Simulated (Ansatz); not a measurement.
Consider the ligand exchange at a Ge–N bond: `CC[N]([GeH3])[SiH2]Cl` + `CC#CS` → `CC#C[S][GeH3]` + `CCN[SiH2]Cl`.

Program: Ansatz. Geometries: PBE0-D4/def2-TZVP. ΔE: electronic, gas phase. CCSD(T)/CBS adds triple-zeta CCSD(T) − MP2 to the extrapolated MP2 energy (def2 sets, frozen cores). DFT in def2-TZVPP. B3LYP here is the variant with VWN-RPA as its local correlation; programs differ in this. For Ge outer-core shells are correlated without core-valence functions, which leaves a few kJ/mol of doubt a bond. Scalar relativity is left out up to krypton. Each species was taken in one conformer, which may not be the lowest.

```tsv
level	ΔE (kJ/mol)	difference from CCSD(T)/CBS
PBE-D4	-50.3	-11.3
r2SCAN-D4	-49.2	-10.2
PBE0-D4	-49.6	-10.6
B3LYP-D4	-45.0	-6.0
ωB97X-V	-42.2	-3.2
ωB97M-V	-43.0	-4.0
B2PLYP	-46.9	-7.9
PBE	-55.8	-16.8
r2SCAN	-50.8	-11.8
PBE0	-54.5	-15.5
B3LYP	-53.8	-14.8
HF/def2-TZVPP	-50.5	-11.5
MP2/def2-TZVPP	-38.3	0.7
SCS-MP2/def2-TZVPP	-37.6	1.4
CCSD/def2-TZVPP	-37.6	1.4
CCSD(T)/def2-TZVPP	-36.5	2.5
HF/def2-QZVPP	-50.1	-11.1
MP2/def2-QZVPP	-39.6	-0.6
SCS-MP2/def2-QZVPP	-39.1	-0.1
HF/CBS(def2)	-50.0	-11.0
MP2/CBS(def2)	-40.8	-1.8
CCSD/CBS(def2)	-40.1	-1.1
CCSD(T)/CBS	-39.0	0
```

Largest T1 diagnostic among the species: 0.012.

In def2-TZVPP, CCSD(T) changes the Hartree–Fock value by +14.0 kJ/mol (the triples alone add +1.1 kJ/mol) and MP2 by +12.1 kJ/mol. The D4 term adds +8.7 kJ/mol with B3LYP and +5.0 kJ/mol with PBE0; it sums over pairs of atoms, weighted by their polarisabilities, and B3LYP, whose exchange is more repulsive, gets the larger term.
